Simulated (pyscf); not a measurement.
# O=Re(=O)(OH)(F)–Cl, singlet

Gas-phase minimum from PySCF at ωB97X-D3(BJ)/def2-SVP, one conformer. 

```xyz
7

O     -0.5249     0.9907    -0.4443
Re    -0.9808    -0.5630    -0.8674
O     -0.9390    -1.4745     0.5275
O      0.6743    -0.8921    -1.7032
F     -1.5035    -1.6424    -2.3565
Cl    -3.1977     0.0060    -0.9923
H      0.6490    -1.6085    -2.3567
```
Charge 0, spin multiplicity 1.

Bonded distances (Å): O1–Re2 1.674, Re2–O3 1.667, Re2–O4 1.883, Re2–F5 1.912, Re2–Cl6 2.292, O4–H7 0.970. Bond angles (°): O1–Re2–O3 106.8, O1–Re2–O4 92.0, O1–Re2–F5 142.7, O1–Re2–Cl6 92.7, O3–Re2–O4 104.7, O3–Re2–F5 110.5, O3–Re2–Cl6 101.9, O4–Re2–F5 78.2, O4–Re2–Cl6 150.4, F5–Re2–Cl6 80.4, Re2–O4–H7 113.9.

Properties at ωB97X-D3(BJ)/def2-SVP:

- Harmonic wavenumbers, unscaled: 57, 213, 238, 286, 302, 357, 375, 402, 508, 630, 727, 895, 1070, 1115, 3838 cm⁻¹
- Zero-point energy: 15.7 kcal/mol
- Rotational symmetry number: 1
- Entropy of this conformer at 298 K and 1 atm, rigid rotor and harmonic oscillator, modes under 100 cm⁻¹ raised to 100: 359.5 J/(mol K)
- Dipole moment: 1.64 D

Single-point totals, which compare only within one level:

```tsv
level	total energy (hartree)
ωB97X-D3(BJ)/def2-TZVP	-864.98105
PBE/def2-TZVP	-864.50686
r²SCAN/def2-TZVP	-864.82451
B3LYP-D3(BJ)/def2-TZVP	-864.97936
PBE0-D3(BJ)/def2-TZVP	-864.43589
M06-2X/def2-TZVP	-864.63084
ωB97M-D3(BJ)/def2-TZVP	-864.97791
```

Soft torsions are taken as harmonic, which can shift the entropy by several J/(mol K). Elements past Kr carry the def2 core potentials, without spin-orbit coupling.
